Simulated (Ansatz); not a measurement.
Input for Ansatz (development build ahead of 0.2.0):

```yaml
crystal:
  periodic: [false, false, false]
  atoms:
    - { symbol: Fe, position_ang: [0.0, 0.0, 0.0] }
    - { symbol: H, position_ang: [0.0, 1.43197, 0.66774] }
    - { symbol: H, position_ang: [0.0, -1.43197, 0.66774] }
basis:
  gaussian: { orbitals: pcseg-2 }
magnetization:
  spin_polarized: true
  initial_magnetization: 2
hamiltonian:
  xc: { name: wB97X }
```

The input is written out in the form of the current development build from the run's settings.

Output:

```
Converged                       : yes
Total energy                    : -1264.84256 hartree
Spin squared of the determinant : 2.653
Stability test                  : minimum
```

Caution: the unrestricted determinant is spin contaminated; other spin multiplicities may lie lower.
